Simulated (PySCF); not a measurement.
A geometry optimisation on `C[As](C)C`.

Computed with PBE0-D3(BJ)/def2-SVP geometry optimisation, gas phase (PySCF 2.14.0). Start geometry: GFN2-xTB. The input is one job of a driver script: a line of settings, then coordinates in Å.

Input:
```
{"job": {"xc": "PBE0", "basis": "def2-SVP", "d3": "d3bj", "grid": 1, "maxiter": 30, "shake": 0.01, "kind": "geom"}, "charge": 0, "multiplicity": 1}
C     -0.401800     1.593040     0.395340
As    -0.215960    -0.216940     1.097660
C      1.573610    -0.529960     0.351810
C     -1.171210    -1.121150    -0.346700
H     -0.166210     1.649200    -0.676470
H      0.217570     2.314560     0.931020
H     -1.442090     1.951100     0.511160
H      1.648390    -0.248590    -0.697930
H      1.862760    -1.572540     0.478800
H      2.328780     0.060150     0.912430
H     -0.871030    -0.788950    -1.311520
H     -1.058610    -2.200470    -0.269880
H     -2.298370    -0.906340    -0.264650
```

Output:
```
step   0  E = -2354.83362656  max force = 0.044427
step   1  E = -2354.83608633  max force = 0.006959
step   2  E = -2354.83705001  max force = 0.003454
step   3  E = -2354.83729321  max force = 0.000954
step   4  E = -2354.83731138  max force = 0.000375
step   5  E = -2354.83732979  max force = 0.000381
step   6  E = -2354.83734318  max force = 0.000684
step   7  E = -2354.83735366  max force = 0.000529
step   8  E = -2354.83735588  max force = 0.000164
optimisation converged
```

Energies in Eh; «max force» is the largest Cartesian gradient component in Eh/bohr.

Q: How much energy does the optimisation release, in kcal/mol?

A: E(step 0) − E(last step) = 0.003729 Eh, which is 2.3 kcal/mol.

Q: Give the first gradient maximum in eV/Å.

A: With 1 Eh/bohr = 51.422 eV/Å, 2.285 eV/Å.

Main results: final energy -2354.83736 Eh after 8 steps; dipole 1.03 D.

Q: Where do the atoms end?

A: 0.026 Å rms from the input after alignment:
```
atom  x, y, z in Å
C1    -0.2075    1.6485    0.4409
As2   -0.1415   -0.2057    1.0897
C3     1.5430   -0.7071    0.2085
C4    -1.3540   -0.9733   -0.2542
H5    -0.0402    1.7043   -0.6457
H6     0.5620    2.2433    0.9548
H7    -1.1895    2.0844    0.6769
H8     1.5415   -0.4267   -0.8560
H9     1.6920   -1.7936    0.2946
H10    2.3832   -0.2061    0.7115
H11   -1.0772   -0.6629   -1.2735
H12   -1.3221   -2.0710   -0.1906
H13   -2.3838   -0.6479   -0.0452
```

Time: 48 s wall; peak memory 0.50 GiB. Hardware: Intel Xeon 6975P-C, one thread, shared host.
Labels such as C1 count atoms from 1, the log's own numbers from 0.
